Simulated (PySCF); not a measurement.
**Trend along the alkaline earths: MI molecules**

r²SCAN with triple-zeta basis sets in PySCF, for the lowest determinant that a PBE0 search found; no spin–orbit coupling. De refers to high-spin ground-configuration atoms. A positive dipole means M(−)I(+).

```
 M         basis  state (unpaired electrons)  Re (Å)  ωe (cm⁻¹)  De (eV)  μ (D)
Be    def2-TZVPP               doublet (σ ↑)   2.196        597     3.05  -0.60
Mg  x2c-TZVPPall               doublet (σ ↑)   2.593        310     2.54  -3.19
Ca    def2-TZVPP               doublet (σ ↑)   2.823        240     3.52  -4.36
Sr    def2-TZVPP               doublet (σ ↑)   2.981        171     3.49  -5.31
```

Task: By what factor does the bond length vary along the series?

Result: At r²SCAN it runs from 2.196 Å (BeI) to 2.981 Å (SrI), a factor of 1.36.

The rows differ in basis set, which adds steps of its own.

Down a group the atoms grow and get heavier, so bonds lengthen and wavenumbers fall; this series shows no clear exception.

Spin–orbit coupling is left out, which matters for elements this heavy, above all for dissociation energies. States were picked by a PBE0 search and need not be the measured ground states.
